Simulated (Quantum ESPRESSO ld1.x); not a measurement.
The run below uses ld1.x (Quantum ESPRESSO 7.5).

```
 &input
    zed=42.0,
    iswitch=1,
    rel=1,
    dft='REVPBE',
    config='[He]',
    verbosity='high',
    prefix='ld1',
    max_out_wfc=37,
    file_charge='ld1.rho',
 /
```

Command: `OMP_NUM_THREADS=1 ld1.x < ld1.in > ld1.out`

It prints:

```
     Program LD1 v.7.5 starts

     --------------------------- All-electron run ----------------------------

     scalar relativistic calculation

     atomic number is 42.00
     dft =REVPBE   lsd =0 sic =0 latt =0  beta=0.20 tr2=1.0E-14
     Exchange-correlation= REVPBE
                           (   1   4   4   4   0   0   0)
     mesh =2043 r(mesh) =  99.31835 a.u. xmin = -8.00 dx = 0.00800
     1 Ry =  13.60569312 eV, c = 137.03599908

     n l     nl                  e(Ry)          e(Ha)          e(eV)
     1 0     1S 1( 2.00)   -1733.532015206    -866.766007603 -23585.9046178

     final scf error:  3.4E-15 reached in  12 iterations

     Etot =   -3560.754659 Ry,   -1780.377330 Ha,  -48446.535183 eV

     Ekin =    3738.834511 Ry,    1869.417255 Ha,   50869.434991 eV
     Encl =   -7353.552362 Ry,   -3676.776181 Ha, -100050.176803 eV
     Eh   =     107.849276 Ry,      53.924638 Ha,    1467.364151 eV
     Exc  =     -53.886084 Ry,     -26.943042 Ha,    -733.157522 eV

     normalization and overlap integrals

     s(1S/1S) =  1.000000  <r> =   0.0349  <r2> =    0.0016  r(max) =   0.0229

     ------------------------ End of All-electron run ------------------------
```

Run on one thread of a shared host, so times are rough (Intel(R) Xeon(R) Processor @ 2.60GHz): 0.54 s of CPU time, 0.57 s wall, 12 iterations on 2043 mesh points.
